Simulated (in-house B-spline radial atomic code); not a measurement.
Configurations of Nb³⁺, with energies counted from [Kr] 4d2. Computed with a B-spline radial code for spherical atoms: scalar-relativistic (X2C) B3LYP, spin-polarised, spherical fractional occupations, exact exchange averaged over the configuration, Fermi nucleus of rms radius 4.324 fm. Shells without spins written out take the highest spin.

Occupations are held fixed; configurations that lie above the ionisation limit could autoionise.

```
            configuration  E - E(ref) (eV)  highest orbital  its <r> (bohr)
             [Kr] 4d1 5p1           11.859            5p up           3.123
[Ar] 3d10 4s2 4p5 4d2 5s1           39.072            5s up           2.686
 [Ar] 3d9 4s2 4p6 4d2 5s1            212.8            5s up           2.653
 [Ar] 3d9 4s2 4p6 4d2 5f1           235.07            5f up           6.422
```

Problem. Order these further configurations by energy, lowest first.
A. [Kr] 4d1 5s1
B. [Kr] 4d1 4f1
C. [Kr] 4d1 5f1
D. [Ar] 3d10 4s2 4p5 4d3
E. [Ar] 3d9 4s2 4p6 4d3

Solution. A (5.8124 eV), B (22.156 eV), C (27.285 eV), D (32.047 eV), E (204.97 eV).
